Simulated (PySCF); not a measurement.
Compound: C₂HBF₂.
Bonds: C1–C2 (triple), C2–B3, B3–F4, B3–F5. Hydrogens: H6 on C1.

Level of theory: PBE0-D3(BJ)/def2-SVP geometry optimisation, gas phase (PySCF).

**Question.** What internal coordinates does the optimisation give?

**Answer.** 
| bond | length (Å) | order |
| --- | --- | --- |
| C1≡C2 | 1.215 | triple |
| C2–B3 | 1.526 | single |
| B3–F4, B3–F5 | 1.316 | single |
| C1–H6 | 1.076 | single |

Bonds in one row agree within 0.01 Å and their mean is given. Orders are formal, as drawn. A selection of angles:
| angle | degrees |
| --- | --- |
| C2–C1–H6 | 180.0 |
| C1–C2–B3 | 179.8 |
| C2–B3–F4 | 121.0 |
| F4–B3–F5 | 117.9 |

B3 (three-coordinate boron) is planar (angles 121.1°, 121.0° and 117.9°, sum 360.0°, 0.00 Å off the plane of its three neighbours). The 5 heavy atoms lie in one plane (0.000 Å rms).

Point group: C2v (tolerance 0.08 Å). Not checked by PBE0-D3(BJ)/def2-SVP frequencies.
